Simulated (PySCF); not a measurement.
What does the PBE0-D3(BJ)/def2-SVP structure of `[F][AlH-]([F])[AsH3+]` look like in three dimensions?

```xyz
8
AlAsF2H4 angstrom
F     -1.577    1.283   -1.091
Al    -1.498    0.114    0.106
F     -1.743   -1.463   -0.405
As     1.129   -0.065   -0.001
H     -1.834    0.506    1.596
H      1.885   -1.037    0.870
H      2.011    1.141    0.208
H      1.682   -0.499   -1.334
```

Any rigid rotation of these coordinates is as good. Atoms count from 1 in this order. Al2 (aluminium bonded to As, 2 F and H) has angles from 93.7° to 119.4°. As4 (arsenic bonded to Al and 3 H) is distorted tetrahedral (angles from 97.9° to 121.5°).

Bonds between heavy atoms (Å): F1–Al2 1.675, Al2–F3 1.675, Al2–As4 2.635.

Computed with PBE0-D3(BJ)/def2-SVP geometry optimisation, gas phase (PySCF 2.14.0).

Point group: near Cs, missed by 0.09 Å at most; the miss may be what the optimiser left on a soft mode. Whether it is a minimum is left open (no frequencies). One conformer, not necessarily the lowest (F1–Al2–As4–H -179° and 57° and -61°).
